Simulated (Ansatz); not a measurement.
Consider the substitution at a C–C bond: `OCCN[SiH3]` + H₂S → `[SiH3]NCS` + CH₃OH.

Program: Ansatz. Geometries: PBE0-D4/def2-TZVP. ΔE: electronic, gas phase. CCSD(T)/CBS adds triple-zeta CCSD(T) − MP2 to the extrapolated MP2 energy (def2 sets, frozen cores). This one scheme is used for every species. One conformer a species, not always the lowest.

| species | HF/CBS(def2) energy (Eh) |
| --- | --- |
| `OCCN[SiH3]` | -499.34727 |
| H₂S | -398.72106 |
| `[SiH3]NCS` | -782.95592 |
| CH₃OH | -115.10180 |

Problem. Work out ΔE.

Solution. ΔE = (-782.95592) + (-115.10180) − (-499.34727) − (-398.72106) = 0.01061 Eh = +27.9 kJ/mol. CCSD(T)/CBS gives +27.8 kJ/mol.

Largest T1 diagnostic among the species: 0.011.

From PBE to PBE0 (25 % exact exchange), in def2-TZVPP and without D4, ΔE moves by +3.1 kJ/mol.
